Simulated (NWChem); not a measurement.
GeNH5; SMILES [NH2][GeH3]

Results from NWChem. Coordinates come from a PBE-D3(BJ)/def2-SVP optimisation. Vertical excitations in the gas phase; the lowest state need not have the same character in each row.

```
level                       lowest excitation, singlet (eV)  oscillator strength of that lowest state  orbital gap (eV)
--------------------------  -------------------------------  ----------------------------------------  ----------------
PBE/aug-cc-pVDZ, TDA                                   5.15                                     0.020              5.04
B3LYP/aug-cc-pVDZ, TDA                           (withheld)                                (withheld)        (withheld)
BHandHLYP/aug-cc-pVDZ, TDA                             6.15                                     0.036              8.80
```

Problem. What belongs in the gaps?

Solution. 
- B3LYP/aug-cc-pVDZ, TDA, lowest excitation, singlet (eV): 5.56
- B3LYP/aug-cc-pVDZ, TDA, oscillator strength of that lowest state: 0.029
- B3LYP/aug-cc-pVDZ, TDA, orbital gap (eV): 6.58
